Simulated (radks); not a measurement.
Spherical quantum dot in the effective-mass picture: electrons in a hard-walled sphere of radius 1.4, with a point charge +1 (a donor) at the centre, all in effective atomic units (hartree* = m*/eps^2 hartree, bohr* = eps/m* bohr), one dielectric constant everywhere. Calculated with a radial shooting solver with Libxc functionals: non-relativistic Kohn-Sham, LDA (Slater exchange, Perdew-Wang correlation), spin-polarised, spherical densities. Levels are named by radial order and angular momentum (1s, 1p, 1d, 2s, ...), and open shells are averaged over m.

N = 25, configuration 1s2 1p6 1d10 2s2 1f(up 5, down 0). This is the lowest configuration that the search found. Occupied and some empty levels:

level,occupation,eigenvalue (hartree*),<r> (bohr*)
1s up,1,25.587,0.8189
1s down,1,25.729,0.8140
1p up,3,27.473,0.9098
1p down,3,27.641,0.9079
1d up,5,30.197,0.9628
1d down,5,30.378,0.9619
2s up,1,32.751,0.6358
2s down,1,32.830,0.6383
1f up,5,33.705,1.001
1f down,0,33.893,1.001
1g up,0,37.942,1.032
2p up,0,38.096,0.7332
1g down,0,38.133,1.032
2p down,0,38.190,0.7334
2d up,0,43.786,0.7973
2d down,0,43.898,0.7970

Energy (hartree*): total 456.455, kinetic 209.80, external -30.874, Hartree 306.34, exchange-correlation -28.817.
